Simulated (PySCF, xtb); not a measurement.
1-(chloromethyl)-1-fluorocyclopropane (C₄H₆ClF), SMILES FC1(CCl)CC1. Other conformers were not sampled.

Harmonic wavenumbers (cm⁻¹) from GFN2-xTB (xtb) at its own minimum, in rising order: 55, 166, 299, 321, 396, 482, 713, 756, 790, 873, 912, 921, 988, 1035, 1067, 1083, 1124, 1139, 1223, 1250, 1364, 1411, 1414, 1471, 2990, 3004, 3099, 3103, 3111, 3127.

Question: What does PBE-D3(BJ)/def2-SVP (PySCF 2.14.0) give at its own minimum? (The exact figures need the calculation; the answer reports its results.)

Answer: 85, 167, 302, 326, 404, 482, 714, 726, 752, 847, 867, 904, 958, 982, 1010, 1017, 1120, 1132, 1226, 1298, 1323, 1367, 1391, 1444, 3018, 3067, 3072, 3090, 3164, 3175. Paired by order, the mean absolute difference is 28 cm⁻¹ and the zero-point energies are 56.7 and 56.4 kcal/mol.
